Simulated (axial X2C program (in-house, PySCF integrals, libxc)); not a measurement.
**Spectroscopic constants of WP**

All values were computed with an axial X2C code built on PySCF integrals. Spin-free means the one-electron spin-free X2C Hamiltonian; two-component (2c) means X2C with spin–orbit coupling and atomic mean-field two-electron Coulomb and Gaunt terms, so the difference of the two also holds small scalar two-electron terms. Basis: W dyall-cv3z [13s14p9d7f4g], P dyall-v3z [8s7p2d1f] (cores contracted in-house); Gaussian nuclei, density fitting, unrestricted open shells. Masses: W 183.951 u, P 30.974 u.

Input:
```json
{"zs": [74, 15], "q": 0, "bas": ["dyall-cv3z", "dyall-v3z"], "levels": ["PBE0", "HF", "BHandHLYP"], "cc": true, "r0": 2.22, "thr": -2.0, "nmax": 110, "npts": 10, "nst": 2, "ntry": 8}
```
```bash
python so2c.py task.json out
```

Keys: zs atomic numbers; q charge; bas basis sets; levels methods; cc coupled cluster on or off; r0 starting distance in Å; thr threshold in hartree for freezing inner shells (an s shell follows its p shell); nmax most natural virtual spinors; npts points on the curve; nst determinants followed; ntry starts of the search. HF also brings MP2.

State, spin-free: M_S = 3/2, Λ = 0 (beyond evenly filled blocks: σα, δ+α, δ-α); electrons by block: σα: 18, σβ: 17, π+α: 9, π+β: 9, π-α: 9, π-β: 9, δ+α: 4, δ+β: 3, δ-α: 4, δ-β: 3, φ+α: 1, φ+β: 1, φ-α: 1, φ-β: 1. Fragments: W + P.

State, 2c: Ω = 3/2 (⟨Sz⟩ = 1.49, ⟨Lz⟩ = 0.01 at PBE0); electrons by block: 1/2: 27, -1/2: 26, 3/2: 12, -3/2: 13, 5/2: 5, -5/2: 4, 7/2: 1, -7/2: 1. Fragments: W + P.

| Hamiltonian | level | Re (Å) | ωe (cm⁻¹) | Be (cm⁻¹) | k (mdyn/Å) | μ (D) |
| --- | --- | --- | --- | --- | --- | --- |
| spin-free | PBE0 | 2.116 | 500.4 | 0.142 | 3.91 | -3.72 |
| spin-free | HF | 2.383 | 294.7 | 0.112 | 1.36 | -4.09 |
| spin-free | CCSD | 2.137 | 477.3 | 0.1393 | 3.56 | n/a |
| spin-free | CCSD(T) | 2.126 | 502.9 | 0.1407 | 3.95 | n/a |
| spin-free | BHandHLYP | 2.125 | 463.6 | 0.1408 | 3.36 | -4.03 |
| 2c | PBE0 | 2.118 | 496.1 | 0.1417 | 3.84 | -3.71 |
| 2c | HF | 2.384 | 294.5 | 0.1119 | 1.35 | -4.06 |
| 2c | BHandHLYP | 2.129 | 457.7 | 0.1403 | 3.27 | -4.01 |

Correlated methods: 11 electrons correlated (number of frozen shells: W 5 s, 4 p, 2 d, 1 f; P 2 s, 1 p), 285 virtual spin orbitals or spinors in MP2, 110 natural virtuals in coupled cluster.

Dipoles are positive if P is the positive end.

One determinant describes the state; a PBE0 search over occupations chose it and may have missed a lower one. De is not given where an atomic determinant may have missed its ground term or J level, or where the truncated virtual space spoils (T). Density functionals use the spin component along the axis (collinear). Coupled cluster ran in a truncated set of natural virtual spinors; the MP2 energy of the rest was added. (T) has no such correction and the atoms are truncated less, which lowers De at CCSD(T) by a hundredth of an eV or more. PBE0 can misorder states that lie within some tenths of an eV, so this need not be the ground state of the molecule. The nearest other spin-free determinant of the search, M_S = 1/2, Λ = 2, lies 0.96 eV up at the distance of the search. Without a current term, density functionals place determinants with orbital angular momentum somewhat too high. With several unpaired electrons one determinant need not be a pure state. This is the top spin component of a Σ state; components of lower Ω are not single determinants and can lie lower. The determinant is spin-polarised beyond a pure state at some levels (its spin-free form has ⟨S²⟩ too high), which makes Re and μ there less reliable. The T1 diagnostic is large, a sign of multireference character.

No reliable constants came from CCSD (2c), CCSD(T) (2c), MP2 (2c), MP2 (spin-free): no minimum in range, unconverged points, a curve that is not smooth, a change of character along it, or the two Hamiltonians disagreeing along it.

Rough cost a point (2c) on 1 thread(s) of a shared host, integrals apart: PBE0 1 s, HF 0.9 s, BHandHLYP 1.2 s.

The whole task took 4.4 min on 1 thread of Intel(R) Xeon(R) 6975P-C (Granite Rapids), on a shared host.
